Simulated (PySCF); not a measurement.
Ligand exchange on a metal centre used in film growth or etching (Cd NH2-H). Gas-phase values, no solvent. One relaxed conformer stands for each flexible species; it need not be the lowest.

The HOMO–LUMO gap from two functionals at the same geometries (r2SCAN-D4/def2-SVP), both in PySCF: PBE-D3(BJ)/def2-TZVP and TPSSh-D3(BJ)/def2-TZVP. 

```json
[
 {"species": "0 of 2 NH2 replaced by H ([Cd(NH2)2])", "TPSSh-D3(BJ)/def2-TZVP (eV)": "4.98"},
 {"species": "1 of 2 NH2 replaced by H ([Cd(NH2)(H)])", "TPSSh-D3(BJ)/def2-TZVP (eV)": "5.21"},
 {"species": "2 of 2 NH2 replaced by H ([Cd(H)2])", "TPSSh-D3(BJ)/def2-TZVP (eV)": "6.35"}
]
```

**Question.** What does PBE-D3(BJ)/def2-TZVP give for each?

**Answer.** 
- 0 of 2 NH2 replaced by H ([Cd(NH2)2]): 3.96
- 1 of 2 NH2 replaced by H ([Cd(NH2)(H)]): 4.21
- 2 of 2 NH2 replaced by H ([Cd(H)2]): 5.30
Over these rows, drawn at random from the members with no instability flagged (it was tested for open shells, ions and some series alone), PBE minus TPSSh-D3(BJ): mean -1.02 eV, from -1.05 eV to -1.00 eV.
